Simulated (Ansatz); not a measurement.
**Molecular dynamics of C₂H₈NSi**

The input (input.yaml):

```yaml
crystal:
  periodic: [false, false, false]
  atoms:
    - { symbol: C, position_ang: [0.7612, 1.0549, -0.1803] }
    - { symbol: C, position_ang: [0.7909, -0.3023, -0.0598] }
    - { symbol: Si, position_ang: [-0.1248, -1.3029, 1.2358] }
    - { symbol: "N", position_ang: [-0.8762, 1.2451, -1.611] }
    - { symbol: H, position_ang: [0.2882, 1.6628, 0.5743] }
    - { symbol: H, position_ang: [1.4173, 1.5732, -0.8591] }
    - { symbol: H, position_ang: [1.3599, -0.8449, -0.8063] }
    - { symbol: H, position_ang: [-0.276, -0.4983, 2.4489] }
    - { symbol: H, position_ang: [0.6664, -2.5054, 1.4991] }
    - { symbol: H, position_ang: [-1.4497, -1.697, 0.7449] }
    - { symbol: H, position_ang: [-1.6715, 1.3037, -0.9783] }
    - { symbol: H, position_ang: [-0.8856, 0.3111, -2.0082] }
magnetization:
  spin_polarized: true
  initial_magnetization: 1
basis:
  gaussian: { orbitals: STO-3G }
hamiltonian:
  xc: b3lyp
  dispersion: d4
md:
  timestep: 0.5
  n_steps: 150
  ensemble: nve
  temperature: 1000.0
  initial_velocities: maxwell_boltzmann
  seed: 542316
```

Run as:

```bash
$ ansatz run input.yaml --threads 1 --pin off --max-ram 2048MiB --backend cpu --events-out ev --progress --plain --runs-dir out
```

It starts from a rough guess of a transition structure, not a stationary point.

Output, in part (step lines, the closing report, with atoms numbered from 0):

```
md step     0: t =     0.00 fs  T =  1000.0 K  F+E_penalty+E_count = -11431.92363706 eV  E_kin = 1.292600 eV  conserved = -11430.63103707 eV  (28 SCF iters)
[... lines left out ...]
Total energy: -11431.59711440 eV, -420.1034453394 hartree
Atom 0 at     1.325154     0.800721     0.226128 Å, force     0.826169     2.286484     1.196603 eV/Å
Atom 1 at     0.926535    -0.455578     0.019552 Å, force     0.420043     0.136254     0.057139 eV/Å
Atom 2 at    -0.081323    -1.320436     1.316595 Å, force    -1.517886    -1.495882     0.262964 eV/Å
Atom 3 at    -1.646029     1.611616    -2.244214 Å, force     1.173969    -0.312004     0.069201 eV/Å
Atom 4 at     1.045903     1.332155     1.212979 Å, force     0.385513    -0.745779    -1.692102 eV/Å
Atom 5 at     2.018238     1.446407    -0.422178 Å, force    -1.149425    -1.222121     0.614051 eV/Å
Atom 6 at     1.247517    -0.984955    -0.892410 Å, force    -0.135931     0.029749     0.121036 eV/Å
Atom 7 at    -1.189010    -0.483168     1.821985 Å, force     0.605039    -0.285101    -0.496942 eV/Å
Atom 8 at     0.593579    -1.796999     2.523528 Å, force     0.298536     0.379754    -0.500501 eV/Å
Atom 9 at    -0.640653    -2.554031     0.698121 Å, force     0.240753     0.933399     0.401951 eV/Å
Atom 10 at    -1.975416     1.212861    -1.234646 Å, force     1.439725     0.220673    -1.179426 eV/Å
Atom 11 at    -0.501172     1.383616    -2.332577 Å, force    -2.586504     0.074574     1.146027 eV/Å
Dipole moment:     0.245539    -0.121450     0.231475 e Å
```

The steps, from the saved trajectory:

```csv
time (fs),T (K),potential energy less start (eV),conserved less start (meV/atom)
0.0,1000,0.000,0.00
2.5,881,0.154,-0.04
5.0,554,0.579,0.21
7.5,588,0.529,-0.22
10.0,386,0.798,0.33
12.5,794,0.264,-0.23
15.0,734,0.346,0.18
17.5,835,0.211,-0.21
20.0,492,0.660,0.33
22.5,682,0.408,-0.24
25.0,587,0.537,0.23
27.5,838,0.208,-0.15
30.0,713,0.374,0.28
32.5,929,0.087,-0.41
35.0,529,0.612,0.30
37.5,652,0.450,-0.01
40.0,668,0.432,0.19
42.5,1036,-0.052,-0.47
45.0,762,0.309,0.20
47.5,707,0.379,0.04
50.0,609,0.506,0.03
52.5,710,0.371,-0.35
55.0,562,0.568,0.24
57.5,780,0.285,0.05
60.0,896,0.133,-0.17
62.5,865,0.170,-0.31
65.0,541,0.595,0.19
67.5,508,0.638,0.18
70.0,774,0.289,-0.27
72.5,777,0.287,-0.11
75.0,748,0.327,0.08
```

All steps were run. The conserved energy stayed within 0.52 meV per atom of its start (net change 0.077 meV per atom), so the integration is sound. A run of 0.075 ps of so small a system gives no equilibrium averages. Limits of this set-up: minimal basis.

The step under study would form C1–N4. These pairs go: C1–N4 2.18 → 3.95 Å. In the last frame they stand as before the step (other bonds may differ from the relaxed reactants and products). It ends as C2H6Si + H2N. Pairs count as bonded within 1.25 times the sum of covalent radii (0.12 Å more for H–H).

Last frame:

```xyz
12
Properties=species:S:1:pos:R:3
C 1.325 0.801 0.226
C 0.926 -0.456 0.020
Si -0.081 -1.320 1.317
N -1.646 1.612 -2.244
H 1.046 1.332 1.213
H 2.018 1.446 -0.422
H 1.248 -0.985 -0.892
H -1.189 -0.483 1.822
H 0.594 -1.797 2.523
H -0.641 -2.554 0.698
H -1.975 1.213 -1.235
H -0.501 1.384 -2.333
```

The run took 6.1 min on 1 thread of Arm Neoverse V2, with other jobs on the host, peak memory 0.12 GiB.
